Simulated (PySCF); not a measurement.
BH₆N₂P.
Structure used (PBE0-D3(BJ)/def2-SVP), in Å, numbered top down from 1:
```xyz
10
BH6N2P angstrom
N     -0.652    1.332   -0.141
B     -0.108    0.029   -0.108
N     -0.921   -1.127   -0.100
P      1.832   -0.184   -0.210
H     -1.645    1.521   -0.187
H     -0.084    2.165   -0.152
H     -1.931   -1.099   -0.141
H     -0.545   -2.063   -0.085
H      1.936   -1.214    0.773
H      2.160    0.857    0.712
```

The calculation used TDDFT wB97X-D/def2-SVPD, vertical, gas phase, core orbitals frozen in the response in PySCF.

Ground-to-excited transition dipoles (e·a0, same axes as the geometry; the sign carries no meaning), for the states with f of 0.002 or more among the lowest 8:

| state | E (hartree) | μx | μy | μz |
| --- | --- | --- | --- | --- |
| S1 | 0.2315 | 0.076 | 0.008 | 0.368 |
| S3 | 0.2445 | -0.036 | -0.413 | 0.013 |
| S4 | 0.2683 | -0.903 | 0.086 | -0.125 |
| S5 | 0.2762 | -0.774 | 0.188 | 0.638 |
| S6 | 0.2764 | -0.177 | -0.549 | 0.109 |
| S7 | 0.2806 | -0.280 | 0.035 | -0.026 |
| S8 | 0.2938 | 0.168 | 0.067 | -0.414 |

Task: Work out the oscillator strengths.

Result: f = (2/3) ΔE |μ|² with ΔE in hartree (27.2114 eV).

| state | \|μ\|² (au) | \|μ\| (D) | f |
| --- | --- | --- | --- |
| S1 | 0.141 | 0.96 | 0.022 |
| S3 | 0.172 | 1.05 | 0.028 |
| S4 | 0.839 | 2.33 | 0.150 |
| S5 | 1.040 | 2.59 | 0.192 |
| S6 | 0.345 | 1.49 | 0.064 |
| S7 | 0.080 | 0.72 | 0.015 |
| S8 | 0.204 | 1.15 | 0.040 |

Task: What angle do the transition dipoles of S5 and S8 make?

Result: |cos θ| = |μa·μb| / (|μa| |μb|) = 0.83, so θ ≈ 34° (taken between 0 and 90°, since the signs are arbitrary).

Task: How is the summed strength of these states shared among x, y and z?

Result: (2/3) Σ ΔE μα² gives 0.283 for x, 0.092 for y and 0.135 for z, 0.510 in all.

Task: What peak molar absorption coefficient would the strongest computed level give as a lone Gaussian band 0.5 eV wide at half height?

Result: ε(max) = 2.175×10⁸ f / FWHM, with the width in cm⁻¹. S5: 2.175×10⁸ × 0.1916 / 4033 ≈ 10000 L mol⁻¹ cm⁻¹.

All these states lie below the vertical ionisation energy of 9.15 eV (ΔSCF).

One conformer stands for the species.

Without π bonds the low states may be Rydberg-like; a valence basis with one diffuse set may place them up to an eV too high.
